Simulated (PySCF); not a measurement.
C4H6Si.

```xyz
11

C      2.4733     0.4771     1.1844
C      1.5654     0.2594     0.3971
Si     0.1812    -0.0779    -0.7623
C     -1.3491    -0.5932     0.1770
C     -2.5187     0.0591     0.0914
H      3.2749     0.6710     1.8752
H     -0.1226     1.1549    -1.5470
H      0.6259    -1.1589    -1.6933
H     -1.2918    -1.4761     0.8301
H     -2.6403     0.9496    -0.5379
H     -3.4080    -0.2648     0.6458
```

Geometry: r2SCAN-D4/def2-SVP. The values are those of a single conformer.

Calculation: PBE/pcSseg-1 run with PySCF. Non-relativistic, no solvent.

Computed absolute GIAO shielding of each atom: isotropic value and principal components (ppm):
```
atom  σ(iso)    σ11    σ22    σ33   span
----  ------  -----  -----  -----  -----
C1      77.6   -6.1   -2.4  241.4  247.5
C2      97.3    0.7    4.8  286.4  285.7
Si3    403.1  362.9  404.6  441.9   79.0
C4      41.4  -71.8   28.3  167.6  239.4
C5      35.1  -85.0   37.6  152.5  237.5
H6      28.9   24.2   24.3   38.1   13.9
H7      26.7   23.8   25.6   30.7    6.8
H8      26.4   23.4   24.9   30.8    7.4
H9      24.8   22.6   24.7   27.2    4.6
H10     24.9   21.4   24.8   28.7    7.3
H11     24.8   21.8   24.5   28.3    6.5
```
